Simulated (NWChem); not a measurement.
**Correlation energy of HSi**

```xyz
2

Si     0.0000     0.0000     0.1027
H      0.0000     0.0000    -1.4375
```
Charge 0, spin multiplicity 2.

The numbers come from NWChem runs, not from measurements. Structure: optimised with UPBE0/def2-SVP, a minimum by its harmonic frequencies.

Basis set: 6-31G*. Each correlation energy counts from its own Hartree-Fock reference.

The correlated methods keep 5 core orbitals frozen. The Pople sets run with spherical d functions. This spin state was chosen for the runs; another may lie lower. The structure started from a generated list of species. The unpaired electrons of the parent sit in orbitals of symmetry b2 (C2v labels of the run); other states weren't searched. The stability of the SCF solutions was not checked. Open-shell Hartree-Fock references start from PBE0 orbitals. Coupled-cluster values serve here as a point of comparison, not as the truth.

### Question
For the correlation energy, SCS-UMP2 gives -58.0 mHa and UMP2 gives -52.5 mHa. What do CCSD(T) on UHF, CCSD(T) on ROHF, CCSDT on ROHF give?

### Answer
CCSD(T) on UHF: -75.2 mHa; CCSD(T) on ROHF: -78.4 mHa; CCSDT on ROHF: -78.8 mHa.
